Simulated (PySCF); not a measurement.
C₈H₂F₄N₂O, SMILES Fc1cc(F)c(F)c(-c2nnco2)c1F.

Geometry optimised at B3LYP-D3(BJ)/def2-SVP. This is a generated structure with no PubChem entry under its InChIKey; it may be hypothetical. One conformer was computed; it need not be the lowest.

These are PBE/def2-SVP run with PySCF values and carry that method's errors.

Isolated molecule, no solvent.

**Question.** Estimate the frontier levels, gap, dipole moment and polarisability. (Estimate from the structure and the level; the computed values follow.)

**Answer.** 
The highest occupied level comes out as -6.29 eV and the lowest empty level is -2.75 eV. The orbital gap comes out as 3.54 eV and the dipole moment is 3.07 D. The quadrupole, principal values (traceless, Buckingham form, about the centre of nuclear charge) is -19.34, 1.71, 17.63 D·Å and the mean static polarisability is 101.4 bohr³ (15.02 Å³). The polarisability, principal values is 47.5, 101.2, 155.4 bohr³.
